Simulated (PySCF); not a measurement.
I₂Pb, neutral, multiplicity 1. Atoms are numbered in the order given.

```xyz
3

Pb     0.0000     0.0000     1.0131
I      0.0000     2.1816    -0.7838
I      0.0000    -2.1816    -0.7838
```
Charge 0, spin multiplicity 1.

Coordinates come from a PBE0-D3(BJ)/def2-SVP optimisation. The isomer is the one that the SMILES or the coordinates give; other isomers of the formula were not compared. The def2 effective core potentials stand for the cores of I, Pb; spin–orbit coupling is left out.

The numbers are results of PBE/def2-TZVPD run with PySCF, not measurements.

Gas-phase values at a fixed geometry.

The total energy comes out as -788.42867 hartree and the point group is C2v. The highest occupied level is -6.20 eV and the lowest empty level is -3.90 eV. The orbital gap comes out as 2.29 eV. The dipole moment comes out as 3.42 D and the quadrupole, principal values (traceless, Buckingham form, about the centre of nuclear charge) comes out as -10.10, 4.05, 6.05 D·Å. The mean static polarisability is 131.5 bohr³ (19.49 Å³) and the polarisability, principal values is 88.0, 124.1, 182.5 bohr³.
